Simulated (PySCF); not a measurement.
Species: C₂H₈AlN.
Bonds: C1–N2, N2–Al3, Al3–C4. Hydrogens: H5, H6, H7 on C1; H8 on N2; H9 on Al3; H10, H11, H12 on C4.

The calculation used PBE0-D3(BJ)/def2-SVP geometry optimisation, gas phase (PySCF 2.14.0).

Q: How far are the bound atoms from Al3?

A: 3 atoms: H9 1.592 Å, N2 1.781 Å, C4 1.957 Å. The nearest atom not counted as bound is H8, at 2.45 Å.

Q: List the angles at Al3.

A: 
| angle | degrees | distance of the outer atoms (Å) |
| --- | --- | --- |
| C4–Al3–H9 | 125.2 | 3.16 |
| N2–Al3–C4 | 119.0 | 3.22 |
| N2–Al3–H9 | 115.8 | 2.86 |

Q: What is the shape at Al3?

A: Planar: angles 125.2°, 119.0° and 115.8°, sum 360.0°, 0.00 Å off the plane of its three neighbours.

Q: What are the other bond lengths?

A: C1–N2 1.443 Å; C1–H5, C1–H6, C1–H7 1.105 Å; N2–H8 1.016 Å; C4–H10, C4–H11, C4–H12 1.103 Å.

Q: Give some angles away from the centre.

A: C1–N2–Al3 128.7°.

Q: What are the rotational constants (commonest isotopes, rigid rotor)?

A: A = 19806, B = 2593, C = 2361 MHz: a near-prolate asymmetric top.

Point group: near Cs, missed by 0.34 Å at most; the miss may be what the optimiser left on a soft mode. Charge 0, singlet. Stationary, but not proved a minimum.

The run took 14 s wall on one thread of an Arm Neoverse V2, on a shared host, and the process peaked at 0.40 GiB of memory. That covers the optimisation of the geometry.

Shape of the structure used: `[CH3:1][NH:2][AlH:3][CH3:4]`: C1–N2–Al3–C4 -179°.

One conformer stands for the species.
